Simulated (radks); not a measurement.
K4+, configuration [Ne] 3s2 3p3. All-electron calculation, non-relativistic Kohn-Sham, PBE, spin-polarised, spherical densities, point nucleus; open shells are filled with parallel spins first. Program: a radial shooting solver on a logarithmic mesh with Libxc functionals. Some entries of the table are withheld. Estimate them.

| orbital | occ. | eigenvalue (eV) | <r> (bohr) |
|---|---|---|---|
| 1s up | 1 | -3571.094 | 0.08155 |
| 1s down | 1 | -3570.183 | 0.08153 |
| 2s up | 1 | -413.9214 | 0.3892 |
| 2s down | 1 | -413.1001 | 0.3889 |
| 2p up | 3 | -343.8648 | (1) |
| 2p down | 3 | -342.6939 | (2) |
| 3s up | 1 | -91.1121 | (3) |
| 3s down | 1 | -85.7820 | (4) |
| 3p up | 3 | -73.3501 | (5) |
| 3p down | 0 | -68.2188 | (6) |

Answer. 
(1) 2p up <r> (bohr): 0.3501
(2) 2p down <r> (bohr): 0.3500
(3) 3s up <r> (bohr): 1.171
(4) 3s down <r> (bohr): 1.179
(5) 3p up <r> (bohr): 1.236
(6) 3p down <r> (bohr): 1.253
